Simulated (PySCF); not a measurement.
## Excitation energy of S²⁺ by level of theory

S²⁺ [Ne] 3s2 3p2 (3P) → S²⁺ [Ne] 3s1 3p2 3d1 (high-spin determinant), as a difference of total energies. Computed with PySCF 2.14 in aug-cc-pwCVDZ, with no relativity, point nucleus. Correlated levels: valence: [Ne] frozen; valence and next inner shell: 1s2 frozen; nothing frozen. The calculations carry no spin-orbit coupling.

```csv
method,excitation energy (eV)
UHF,22.678
LDA,23.378
PBE,23.183
PBE0,23.346
r2SCAN,22.914
B97-3,23.809
CAM-B3LYP,24.043
revPBE,23.051
BLYP,23.703
MP2 (valence),23.755
SCS-MP2 (valence),24.137
MP2 (valence and next inner shell),23.953
SCS-MP2 (valence and next inner shell),24.288
MP2 (all electrons),23.950
SCS-MP2 (all electrons),24.286
```

**Question.** How much does correlation contribute at MP2 (all electrons)?

**Answer.** 23.950 − (22.678) = 1.272 eV, measured against UHF.

A first-order spin-orbit estimate (lowest level to lowest level, LS coupling) adds 0.016 eV.

The promoted electron is Rydberg-like, and one or two diffuse shells describe it only roughly, which tends to raise the upper state.

The determinant of the upper state mixes LS terms, which raises its energy above the lowest term, most at the Hartree-Fock and MP2 levels.
